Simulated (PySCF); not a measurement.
PySCF job for B2BiO, SMILES [B-](#[Bi])B=O, charge -1, IEF-PCM-B3LYP/def2-SVPD. The structure is a stationary point at PBE0-D3(BJ)/def2-SVPD. The def2 effective core potentials stand for the cores of Bi; spin–orbit coupling is left out.

```python
import numpy as np
from pyscf import gto, scf, dft
from pyscf.solvent import pcm

mol = gto.M(
    atom='''
    Bi    0.00000000    0.00000000    0.67060391
    B     0.00000000    0.00000000   -1.37021364
    B     0.00000000    0.00000000   -3.00154186
    O     0.00000000    0.00000000   -4.22516842
    ''',
    basis='def2-SVPD',
    ecp={'Bi': 'def2-svp'},
    charge=-1,
    spin=0,
    max_memory=1600,
    verbose=3,
)
mf = dft.RKS(mol, xc='b3lyp').density_fit(auxbasis='def2-universal-jkfit')
mf.grids.level = 3
mf.conv_tol = 1e-9
mf.max_cycle = 100
mf.kernel()
res = {}
for name, eps in {'water': 78.355, 'benzene': 2.2706, 'acetone': 20.493}.items():
    s = mf.PCM()
    s.with_solvent.method, s.with_solvent.eps, s.with_solvent.lebedev_order = 'IEF-PCM', eps, 29
    s.kernel(mf.make_rdm1())
    res[name] = (s.e_tot, eps, s.dip_moment(), s.mo_energy, s.converged)
    print(f'{name}: electrostatic solvation free energy {(s.e_tot - mf.e_tot) * 627.509474:.3f} kcal/mol')
```

It prints:

```
converged SCF energy = -339.636349285888

WARN: PCM is an experimental feature. It is still in testing.
Features and APIs may be changed in the future.

converged SCF energy = -339.714146129933

WARN: System has nonzero charge -1; the dipole moment is origin-dependent.
Location of origin: [0. 0. 0.]

Dipole moment(X, Y, Z, Debye): -0.00000,  0.00000,  8.49525
water: electrostatic solvation free energy -48.818 kcal/mol

WARN: PCM is an experimental feature. It is still in testing.
Features and APIs may be changed in the future.

converged SCF energy = -339.679752741622

WARN: System has nonzero charge -1; the dipole moment is origin-dependent.
Location of origin: [0. 0. 0.]

Dipole moment(X, Y, Z, Debye):  0.00000,  0.00000,  7.61349
benzene: electrostatic solvation free energy -27.236 kcal/mol

WARN: PCM is an experimental feature. It is still in testing.
Features and APIs may be changed in the future.

converged SCF energy = -339.711177376034

WARN: System has nonzero charge -1; the dipole moment is origin-dependent.
Location of origin: [0. 0. 0.]

Dipole moment(X, Y, Z, Debye):  0.00000,  0.00000,  8.38930
acetone: electrostatic solvation free energy -46.955 kcal/mol
```

The run converged.
